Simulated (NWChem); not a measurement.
System: SeCl2; SMILES Cl[Se]Cl

NWChem printed, in part:

```
             Northwest Computational Chemistry Package (NWChem) 7.3.0
             --------------------------------------------------------

 C2V symmetry detected

                             Geometry "geometry" -> ""
                             -------------------------

 Output coordinates in angstroms (scale by  1.889725989 to convert to a.u.)

  No.       Tag          Charge          X              Y              Z
 ---- ---------------- ---------- -------------- -------------- --------------
    1 Se                  34.0000     0.00000000     0.00000000     0.68410500
    2 Cl                  17.0000    -1.68485000     0.00000000    -0.68410500
    3 Cl                  17.0000     1.68485000     0.00000000    -0.68410500

 Effective nuclear repulsion energy (a.u.)     327.2328349979

      Symmetry information
      --------------------

 Group name             C2v
 Group number             16
 Group order               4
 No. of unique centers     2

  pbe96 is a nonlocal functional; adding pw91lda local functional.

                                 NWChem DFT Module
                                 -----------------

 Summary of "ao basis" -> "ao basis" (spherical)
 ------------------------------------------------------------------------------
       Tag                 Description            Shells   Functions and Types
 ---------------- ------------------------------  ------  ---------------------
 Se                         def2-svp                12       32   5s4p3d
 Cl                         def2-svp                 8       18   4s3p1d

      Symmetry analysis of basis
      --------------------------

        a1         28
        a2          8
        b1         20
        b2         12

            General Information
            -------------------
          SCF calculation type: DFT
          Wavefunction type:  closed shell.
          No. of atoms     :     3
          No. of electrons :    68
           Alpha electrons :    34
            Beta electrons :    34
          Charge           :     0
          Spin multiplicity:     1
          Use of symmetry is: on ; symmetry adaption is: on
          Maximum number of iterations: 150
          AO basis - number of functions:    68
                     number of shells:    28
          Convergence on energy requested:  1.00D-06
          Convergence on density requested:  1.00D-05
          Convergence on gradient requested:  5.00D-04

              XC Information
              --------------
          PerdewBurkeErnzerhof Exchange Functional  1.000
            Perdew 1991 LDA Correlation Functional  1.000 local
           PerdewBurkeErnz. Correlation Functional  1.000 non-local

             Grid Information
             ----------------
          Grid used for XC integration:  coarse
          Radial quadrature: Mura-Knowles
          Angular quadrature: Lebedev.
          Tag              B.-S. Rad. Rad. Pts. Rad. Cut. Ang. Pts.
          ---              ---------- --------- --------- ---------
          Se                  1.15       95           7.0       302
          Cl                  1.00       70           8.0       302
          Grid pruning is: on
          Number of quadrature shells:   165
          Spatial weights used:  Erf1

      Superposition of Atomic Density Guess
      -------------------------------------

 Sum of atomic energies:       -3318.15882364

      Non-variational initial energy
      ------------------------------

 Total energy =   -3318.416152
 1-e energy   =   -5266.910774
 2-e energy   =    1621.261787
 HOMO         =      -0.216988
 LUMO         =      -0.043549

      Symmetry analysis of molecular orbitals - initial
      -------------------------------------------------

  Numbering of irreducible representations:

     1 a1          2 a2          3 b1          4 b2

  Orbital symmetries:

     1 a1          2 b1          3 a1          4 a1          5 b1
     6 a1          7 b2          8 b1          9 a1         10 a1
    11 a1         12 b1         13 b2         14 b1         15 a1
    16 a2         17 b1         18 a1         19 b2         20 b1
    21 a1         22 a2         23 a1         24 b2         25 a1
    26 b1         27 a1         28 b1         29 a1         30 b2
    31 a2         32 b1         33 a1         34 b2         35 a1
    36 b1         37 a1         38 b1         39 a1         40 a2
    41 b2         42 a1         43 a1         44 b1

   convergence    iter        energy       DeltaE   RMS-Dens  Diis-err
 ---------------- ----- ----------------- --------- --------- ---------
 d= 0,ls=0.0,diis     1  -3320.5689904453 -3.65D+03  2.23D-02  6.25D-01
 d= 0,ls=0.0,diis     2  -3320.4676906766  1.01D-01  1.73D-02  1.04D+00
 d= 0,ls=0.0,diis     3  -3320.6124265841 -1.45D-01  5.52D-03  1.82D-01
 d= 0,ls=0.0,diis     4  -3320.6353390500 -2.29D-02  1.22D-03  7.67D-03
 d= 0,ls=0.0,diis     5  -3320.6362281667 -8.89D-04  3.27D-04  4.64D-04
  Resetting Diis
 d= 0,ls=0.0,diis     6  -3320.6363008342 -7.27D-05  5.96D-05  2.23D-05
 d= 0,ls=0.0,diis     7  -3320.6363045060 -3.67D-06  2.25D-05  6.33D-07
 d= 0,ls=0.0,diis     8  -3320.6363044814  2.47D-08  1.31D-05  1.01D-06
 d= 0,ls=0.0,diis     9  -3320.6363045616 -8.02D-08  4.23D-06  7.96D-08

         Total DFT energy =    -3320.636304561563
      One electron energy =    -5264.815531791982
           Coulomb energy =     1759.857174544047
    Exchange-Corr. energy =     -142.910782311558
 Nuclear repulsion energy =      327.232834997930

 Numeric. integr. density =       68.000012104909

                  Occupations of the irreducible representations
                  ----------------------------------------------

                     irrep           alpha         beta
                     --------     --------     --------
                     a1               15.0         15.0
                     a2                3.0          3.0
                     b1               10.0         10.0
                     b2                6.0          6.0

                       DFT Final Molecular Orbital Analysis
                       ------------------------------------

 Vector   32  Occ=2.000000D+00  E=-2.949288D-01  Symmetry=a2
              MO Center= -4.1D-14,  8.9D-16, -6.5D-01, r^2= 3.9D+00
   Bfn.  Coefficient  Atom+Function         Bfn.  Coefficient  Atom+Function
  ----- ------------  ---------------      ----- ------------  ---------------
    44      0.460136  2 Cl py                62     -0.460136  3 Cl py
    41      0.343932  2 Cl py                59     -0.343932  3 Cl py
    38      0.199840  2 Cl py                56     -0.199840  3 Cl py
    28     -0.055031  1 Se d -2              18      0.025550  1 Se d -2

 Vector   33  Occ=2.000000D+00  E=-2.915235D-01  Symmetry=b1
              MO Center= -4.7D-14, -1.7D-15, -6.4D-01, r^2= 4.0D+00
   Bfn.  Coefficient  Atom+Function         Bfn.  Coefficient  Atom+Function
  ----- ------------  ---------------      ----- ------------  ---------------
    43      0.374537  2 Cl px                61      0.374537  3 Cl px
    40      0.284037  2 Cl px                58      0.284037  3 Cl px
    45     -0.271478  2 Cl pz                63      0.271478  3 Cl pz
    42     -0.209800  2 Cl pz                60      0.209800  3 Cl pz
    37      0.163584  2 Cl px                55      0.163584  3 Cl px

 Vector   34  Occ=2.000000D+00  E=-2.050960D-01  Symmetry=b2
              MO Center=  7.7D-15, -1.3D-14,  2.4D-01, r^2= 3.0D+00
   Bfn.  Coefficient  Atom+Function         Bfn.  Coefficient  Atom+Function
  ----- ------------  ---------------      ----- ------------  ---------------
    16      0.533259  1 Se py                13      0.477484  1 Se py
    44     -0.321464  2 Cl py                62     -0.321464  3 Cl py
    10     -0.291063  1 Se py                41     -0.222338  2 Cl py
    59     -0.222338  3 Cl py                38     -0.126994  2 Cl py
    56     -0.126994  3 Cl py                 7      0.094231  1 Se py

 Vector   35  Occ=0.000000D+00  E=-1.263696D-01  Symmetry=a1
              MO Center=  5.7D-14, -4.3D-16,  5.3D-02, r^2= 3.4D+00
   Bfn.  Coefficient  Atom+Function         Bfn.  Coefficient  Atom+Function
  ----- ------------  ---------------      ----- ------------  ---------------
    17      0.653294  1 Se pz                14      0.452834  1 Se pz
    43      0.438755  2 Cl px                61     -0.438755  3 Cl px
     4     -0.414542  1 Se s                 11     -0.265979  1 Se pz
    40      0.239069  2 Cl px                58     -0.239069  3 Cl px
     3      0.217702  1 Se s                 36      0.199462  2 Cl s

 Vector   36  Occ=0.000000D+00  E=-1.160918D-01  Symmetry=b1
              MO Center= -6.3D-14, -7.9D-16,  3.4D-01, r^2= 3.3D+00
   Bfn.  Coefficient  Atom+Function         Bfn.  Coefficient  Atom+Function
  ----- ------------  ---------------      ----- ------------  ---------------
    15      0.740705  1 Se px                12      0.486766  1 Se px
    45      0.369456  2 Cl pz                63     -0.369456  3 Cl pz
     9     -0.289113  1 Se px                43      0.233017  2 Cl px
    61      0.233017  3 Cl px                42      0.206842  2 Cl pz
    60     -0.206842  3 Cl pz                36      0.195520  2 Cl s

 Vector   37  Occ=0.000000D+00  E= 2.087352D-01  Symmetry=a1
              MO Center=  3.4D-14, -1.9D-15,  5.5D-01, r^2= 3.2D+00
   Bfn.  Coefficient  Atom+Function         Bfn.  Coefficient  Atom+Function
  ----- ------------  ---------------      ----- ------------  ---------------
     5      2.125340  1 Se s                  4     -1.890313  1 Se s
     3      0.458660  1 Se s                 35     -0.300887  2 Cl s
    53     -0.300887  3 Cl s                 17     -0.287652  1 Se pz
    32     -0.277108  1 Se d  2              43     -0.195824  2 Cl px
    61      0.195824  3 Cl px                34      0.114846  2 Cl s

     Multipole analysis of the density
     ---------------------------------

     L   x y z        total         alpha         beta         nuclear
     -   - - -        -----         -----         ----         -------
     0   0 0 0     -0.000000    -34.000000    -34.000000     68.000000

     1   1 0 0     -0.000000     -0.000000     -0.000000      0.000000
     1   0 1 0     -0.000000     -0.000000     -0.000000      0.000000
     1   0 0 1      0.407086      0.203543      0.203543      0.000000

     2   2 0 0    -31.102911   -187.884705   -187.884705    344.666499
     2   1 1 0     -0.000000     -0.000000     -0.000000      0.000000
     2   1 0 1     -0.000000     -0.000000     -0.000000      0.000000
     2   0 2 0    -32.861453    -16.430726    -16.430726      0.000000
     2   0 1 1     -0.000000     -0.000000     -0.000000      0.000000
     2   0 0 2    -29.902673    -71.774069    -71.774069    113.645466

            General Information
            -------------------
          SCF calculation type: DFT
          Wavefunction type:  closed shell.
          No. of atoms     :     3
          No. of electrons :    68
           Alpha electrons :    34
            Beta electrons :    34
          Charge           :     0
          Spin multiplicity:     1
          Use of symmetry is: on ; symmetry adaption is: on
          Maximum number of iterations: 150
          AO basis - number of functions:    68
                     number of shells:    28
          Convergence on energy requested:  1.00D-06
          Convergence on density requested:  1.00D-05
          Convergence on gradient requested:  5.00D-04

              XC Information
              --------------
          PerdewBurkeErnzerhof Exchange Functional  1.000
            Perdew 1991 LDA Correlation Functional  1.000 local
           PerdewBurkeErnz. Correlation Functional  1.000 non-local

             Grid Information
             ----------------
          Grid used for XC integration:  coarse
          Radial quadrature: Mura-Knowles
          Angular quadrature: Lebedev.
          Tag              B.-S. Rad. Rad. Pts. Rad. Cut. Ang. Pts.
          ---              ---------- --------- --------- ---------
          Se                  1.15       95           7.0       302
          Cl                  1.00       70           8.0       302
          Grid pruning is: on
          Number of quadrature shells:   165
          Spatial weights used:  Erf1

          Convergence Information
          -----------------------
          Convergence aids based upon iterative change in
          total energy or number of iterations.
          Levelshifting, if invoked, occurs when the
          HOMO/LUMO gap drops below (HL_TOL):  1.00D-02
          DIIS, if invoked, will attempt to extrapolate
          using up to (NFOCK): 10 stored Fock matrices.

                    Damping( 0%)  Levelshifting(0.5)       DIIS
                  --------------- ------------------- ---------------
          dE  on:    start            ASAP                start
          dE off:    2 iters        150 iters           150 iters

                            NWChem DFT Gradient Module
                            --------------------------

  charge          =   0.00
  wavefunction    = closed shell

  Using symmetry

                         DFT ENERGY GRADIENTS

    atom               coordinates                        gradient
                 x          y          z           x          y          z
   1 Se      0.000000   0.000000   1.292771    0.000000   0.000000  -0.009022
   2 Cl     -3.183905   0.000000  -1.292771    0.007407   0.000000   0.004511
   3 Cl      3.183905   0.000000  -1.292771   -0.007407   0.000000   0.004511
```

Level: PBE/def2-SVP. Structure relaxed at the PBE0/def2-SVP level.

### Question
Reconstruct the input file.

### Answer
Several could match; the one computed here: the input that was run:
```
start job
memory heap 200 mb stack 900 mb global 1100 mb
geometry units angstroms noautoz
  Se     0.000000     0.000000     0.683275
  Cl    -1.684850     0.000000    -0.684935
  Cl     1.684850     0.000000    -0.684935
end
basis spherical
  * library def2-svp
end
dft
  xc xpbe96 cpbe96
  iterations 150
  grid coarse
end
task dft gradient
```
